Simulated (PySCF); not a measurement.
The PySCF input:
```python
from pyscf import gto, scf, cc

mol = gto.M(
    atom='''
C    -0.005518    0.032082    0.612324
C    -0.017105    0.044938   -0.611300
H     0.052121   -0.213586   -1.666241
H     0.083618   -0.248535    1.660100
''',
    basis='def2-tzvpp',
    charge=1,
    spin=1,
    verbose=4,
    max_memory=1800,
)

mf = scf.UHF(mol)
mf.kernel()

mycc = cc.CCSD(mf, frozen=2)
mycc.kernel()
print('E(CCSD) = %.10f' % mycc.e_tot)
```

Problem. Estimate the nuclear repulsion energy that CCSD/def2-TZVPP (PySCF) returns for this input.

Solution. 24.3309 Eh

Problem. What coupled-cluster correlation energy (without the perturbative part) does CCSD/def2-TZVPP give?

Solution. -0.2696 Eh

Problem. Estimate the total energy that CCSD/def2-TZVPP returns for this input.

Solution. -76.7561 Eh

These values belong to the state on which the SCF converged, which isn't shown to be the lowest.
